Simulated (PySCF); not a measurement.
**Electron correlation in K(2+) (potassium, charge +2)**

[Ne] 3s2 3p5, 2P determinant. Computed with PySCF 2.14 in def2-TZVP (6s4p3d, 33 functions), with no relativity, point nucleus. Frozen: [Ne] 3s2; 5 electrons correlated.

Total MP2 correlation energy: -83.29 mhartree.

Same-spin part -25.14 and opposite-spin part -58.15 mhartree; SCS-MP2 scales them by 1/3 and 6/5 to -78.16 mhartree.

| level | correlation energy (mhartree) |
| --- | --- |
| CCSD | -94.65 |
| (T) | -0.28 |
| CCSD(T) | -94.93 |

Diagnostics: T1 = 0.0011, D1 = 0.0019, largest double amplitude 0.018.

**Question.** Is a single reference adequate?

**Answer.** Yes: T1 lies below 0.03 and no double amplitude reaches 0.07.
